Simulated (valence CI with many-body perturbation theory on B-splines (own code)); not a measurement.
**Rh XXXI: electric-dipole lines**

Computed by configuration interaction combined with many-body perturbation theory (CI+MBPT): five valence electrons over a frozen Dirac-Fock core [Ne], radial functions for each j: 9 s, 9 p, 8 d, 6 f, 3 g, 1 h, with the one-electron correlation potential Σ1 (screened to all orders), the two-electron term Σ2, the three-electron term Σ3, Breit, model QED; selected single and double excitations, second order for the rest (own B-spline code, finite nucleus).

No measured spectrum was set against this ion. As an estimate, large intervals hold to a few tenths of a per cent, small ones and those within an open d or f shell to about a per cent. Among the levels kept, up to 600 cm⁻¹ of a level comes from second order outside the variational space, and about a tenth of that is noise between levels of different J, which matters for small intervals.

Lines 101 to 150 of 198 in falling wavelength, among levels below 1910800 cm⁻¹, chosen from the strongest by gf and those to the six lowest levels. Wavelengths and rates use the calculated energies. Electric multipoles are in the length gauge, E1 and E2 with the static RPA response of the core. Weak lines are less certain than strong ones. Lines between different terms over intervals too small for the method are left out, as are lines whose strength nearly cancels. The highest levels of a list are the least certain.

Levels are named by their leading jj configuration (3d3/2^4 stands for four electrons in 3d with j = 3/2), which in mixed levels can hold well under half, so a name can repeat and another be missing. Letters in brackets count levels of one name in rising energy.

```tsv
λ vac (Å)	Upper	Lower	A (s⁻¹)	log gf	Branch %
107.4	(3s 3p1/2^2 3p3/2 3d3/2) J=5/2	(3s 3p1/2^2 3p3/2^2) J=5/2	1.74e+09	-1.74	32.5
107.1	(3s 3p1/2^2 3p3/2 3d3/2) J=3/2 [a]	(3s 3p1/2^2 3p3/2^2) J=5/2	2.13e+09	-1.83	34.1
106.6	(3s 3p1/2 3p3/2^3) J=5/2	(3s^2 3p1/2 3p3/2^2) J=3/2	1.07e+07	-3.96	0.2
106.2	(3s 3p1/2 3p3/2^3) J=1/2	(3s^2 3p1/2 3p3/2^2) J=1/2	9.20e+09	-1.51	12.3
106.1	(3s 3p1/2^2 3p3/2 3d3/2) J=7/2	(3s 3p1/2^2 3p3/2^2) J=5/2	4.43e+08	-2.22	13.8
105.9	(3s^2 3p1/2 3p3/2 3d3/2) J=3/2 [a]	(3s^2 3p1/2 3p3/2^2) J=3/2	4.86e+07	-3.49	1.2
105.7	(3s 3p1/2^2 3p3/2 3d3/2) J=3/2 [b]	(3s^2 3p1/2^2 3d3/2) J=3/2 [a]	1.22e+10	-1.09	50.1
105.6	(3s^2 3p1/2 3p3/2 3d3/2) J=7/2	(3s^2 3p1/2 3p3/2^2) J=5/2	3.92e+08	-2.28	100.0
104.9	(3s^2 3p1/2 3p3/2 3d3/2) J=1/2 [a]	(3s^2 3p1/2 3p3/2^2) J=3/2	2.16e+09	-2.15	24.1
104.6	(3p1/2^2 3p3/2^3) J=3/2	(3s^2 3p1/2^2 3d3/2) J=3/2 [a]	2.79e+09	-1.74	8.5
104.5	(3s^2 3p1/2 3p3/2 3d5/2) J=3/2 [a]	(3s^2 3p1/2 3p3/2^2) J=1/2	1.60e+09	-1.98	3.3
103.3	(3s^2 3p1/2 3p3/2 3d5/2) J=7/2 [a]	(3s^2 3p1/2 3p3/2^2) J=5/2	1.74e+07	-3.65	99.4
103.3	(3s^2 3p1/2 3p3/2 3d3/2) J=5/2 [a]	(3s^2 3p1/2 3p3/2^2) J=3/2	2.52e+08	-2.62	4.4
102.5	(3s^2 3p1/2 3p3/2 3d5/2) J=1/2	(3s^2 3p3/2^3) J=3/2	1.10e+10	-1.46	7.0
101.6	(3s 3p1/2^2 3p3/2^2) J=1/2	(3s^2 3p1/2^2 3p3/2) J=3/2	2.26e+10	-1.16	83.9
98.13	(3s^2 3p1/2^2 3d3/2) J=3/2 [b]	(3s^2 3p1/2^2 3p3/2) J=3/2	2.90e+10	-0.78	93.0
98.07	(3s 3p1/2^2 3p3/2 3d3/2) J=3/2 [b]	(3s 3p1/2^2 3p3/2^2) J=5/2	4.51e+07	-3.59	0.2
98.01	(3s^2 3p1/2 3p3/2 3d5/2) J=3/2 [a]	(3s^2 3p1/2 3p3/2^2) J=5/2	1.67e+10	-1.02	34.3
97.45	(3s^2 3p3/2^2 3d3/2) J=1/2	(3s^2 3p3/2^3) J=3/2	1.10e+10	-1.50	3.6
97.18	(3p1/2^2 3p3/2^3) J=3/2	(3s 3p1/2^2 3p3/2^2) J=5/2	9.56e+09	-1.27	29.1
97.08	(3s^2 3p1/2 3p3/2 3d3/2) J=3/2 [b]	(3s^2 3p1/2 3p3/2^2) J=1/2	2.09e+09	-1.93	0.6
96.26	(3s^2 3p1/2 3p3/2 3d5/2) J=5/2 [a]	(3s^2 3p1/2 3p3/2^2) J=5/2	4.89e+09	-1.39	5.1
96.24	(3s^2 3p3/2^2 3d3/2) J=5/2	(3s^2 3p3/2^3) J=3/2	6.68e+09	-1.25	2.3
96.22	(3s^2 3p3/2^2 3d3/2) J=3/2 [a]	(3s^2 3p3/2^3) J=3/2	2.90e+08	-2.79	0.1
95.17	(3s 3p1/2^2 3p3/2 3d5/2) J=5/2	(3s 3p1/2^2 3p3/2^2) J=5/2	1.09e+10	-1.05	57.1
94.78	(3s^2 3p1/2 3p3/2 3d3/2) J=1/2 [b]	(3s^2 3p1/2 3p3/2^2) J=1/2	2.56e+09	-2.16	0.9
94.78	(3s 3p1/2 3p3/2^3) J=1/2	(3s^2 3p1/2 3p3/2^2) J=3/2	4.00e+10	-0.97	53.5
93.45	(3s^2 3p1/2^2 3d5/2) J=5/2	(3s^2 3p1/2^2 3p3/2) J=3/2	2.52e+10	-0.70	97.8
93.42	(3s^2 3p1/2 3p3/2 3d5/2) J=3/2 [a]	(3s^2 3p1/2 3p3/2^2) J=3/2	2.27e+10	-0.93	46.7
92.44	(3s^2 3p1/2 3p3/2 3d5/2) J=3/2 [b]	(3s^2 3p1/2 3p3/2^2) J=1/2	7.86e+08	-2.40	0.3
91.84	(3s^2 3p1/2 3p3/2 3d5/2) J=5/2 [a]	(3s^2 3p1/2 3p3/2^2) J=3/2	2.25e+10	-0.77	23.5
91.47	(3s^2 3p1/2 3p3/2 3d3/2) J=3/2 [b]	(3s^2 3p1/2 3p3/2^2) J=5/2	1.53e+10	-1.12	4.3
90.69	(3s^2 3p1/2 3p3/2 3d3/2) J=5/2 [b]	(3s^2 3p1/2 3p3/2^2) J=5/2	3.76e+10	-0.56	17.0
90.31	(3s^2 3p1/2 3p3/2 3d5/2) J=7/2 [b]	(3s^2 3p1/2 3p3/2^2) J=5/2	3.68e+10	-0.44	100.0
90.20	(3s^2 3p1/2 3p3/2 3d5/2) J=3/2 [c]	(3s^2 3p1/2 3p3/2^2) J=1/2	3.78e+10	-0.73	47.0
89.95	(3s^2 3p3/2^2 3d5/2) J=5/2 [a]	(3s^2 3p3/2^3) J=3/2	1.21e+08	-3.05	2.6
89.11	(3s 3p1/2 3p3/2^3) J=3/2	(3s^2 3p1/2^2 3p3/2) J=3/2	7.24e+09	-1.46	31.8
88.96	(3s^2 3p3/2^2 3d5/2) J=1/2	(3s^2 3p1/2 3p3/2^2) J=1/2	6.36e+10	-0.82	79.6
88.71	(3s^2 3p3/2^2 3d3/2) J=3/2 [b]	(3s^2 3p3/2^3) J=3/2	3.36e+10	-0.80	13.5
87.46	(3s^2 3p1/2 3p3/2 3d3/2) J=3/2 [b]	(3s^2 3p1/2 3p3/2^2) J=3/2	9.95e+09	-1.34	2.8
87.34	(3s^2 3p1/2 3p3/2 3d5/2) J=3/2 [b]	(3s^2 3p1/2 3p3/2^2) J=5/2	1.49e+11	-0.17	62.6
86.75	(3s^2 3p1/2 3p3/2 3d3/2) J=5/2 [b]	(3s^2 3p1/2 3p3/2^2) J=3/2	3.55e+09	-1.62	1.6
86.05	(3s 3p1/2 3p3/2^3) J=5/2	(3s^2 3p1/2^2 3p3/2) J=3/2	3.67e+08	-2.61	6.5
85.59	(3s^2 3p1/2 3p3/2 3d3/2) J=1/2 [b]	(3s^2 3p1/2 3p3/2^2) J=3/2	1.73e+10	-1.42	6.1
85.59	(3s^2 3p1/2 3p3/2 3d3/2) J=3/2 [a]	(3s^2 3p1/2^2 3p3/2) J=3/2	1.99e+09	-2.06	48.8
85.34	(3s^2 3p1/2 3p3/2 3d5/2) J=3/2 [c]	(3s^2 3p1/2 3p3/2^2) J=5/2	1.98e+07	-4.06	0.0
84.95	(3s^2 3p1/2 3p3/2 3d3/2) J=1/2 [a]	(3s^2 3p1/2^2 3p3/2) J=3/2	5.50e+09	-1.92	61.6
84.66	(3s^2 3p1/2 3p3/2 3d5/2) J=5/2 [b]	(3s^2 3p1/2 3p3/2^2) J=5/2	5.01e+10	-0.49	20.8
83.89	(3s^2 3p1/2 3p3/2 3d3/2) J=5/2 [a]	(3s^2 3p1/2^2 3p3/2) J=3/2	8.07e+08	-2.29	14.1
83.68	(3s^2 3p1/2 3p3/2 3d5/2) J=3/2 [b]	(3s^2 3p1/2 3p3/2^2) J=3/2	7.60e+10	-0.50	31.9
```
